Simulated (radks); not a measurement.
The numbers below are computed, except where a source is named.
Valence configurations of Dy IV (all share [Xe]). Level of theory: Dirac Kohn-Sham, PBEsol, spin-unpolarised, spherical densities, finite nucleus; open shells fill j = l - 1/2 first; Fermi nuclear charge, rms radius 5.2218 fm (a radial shooting solver on a logarithmic mesh with Libxc functionals). Energies are relative to 4f9; eigenvalues in eV.

valence          E (eV)  e(4f5/2)  e(4f7/2)  e(5d3/2)  e(6p1/2)  e(6s1/2)
4f9               0.000   -35.078   -34.133         -         -         -
4f7 6p2          50.181   -59.118   -58.043         -   -23.014         -
4f5 5d2 6p2      110.71   -77.099         -   -39.120   -24.020         -
4f7 5d2          28.787   -50.123   -49.054   -28.844         -         -
4f5 5d1 6s1 6p2  120.21   -81.027         -   -41.650   -25.120   -31.557
4f4 5d2 6s1 6p2  163.44   -90.881         -   -43.731   -25.569   -32.181
4f8 5d1          11.600   -42.259   -41.253   -26.978         -         -
4f8.5 6p0.5       9.079   -40.695   -39.718         -   -19.424         -
4f7 6s2          38.661   -57.238   -56.164         -         -   -27.835
4f8.5 6s0.5       6.530   -40.196   -39.220         -         -   -24.223

NIST lists [Xe] 4f9 as the ground configuration; this level of theory agrees among the configurations tried. The energies are those of spherical spin-averaged densities, not of single terms.
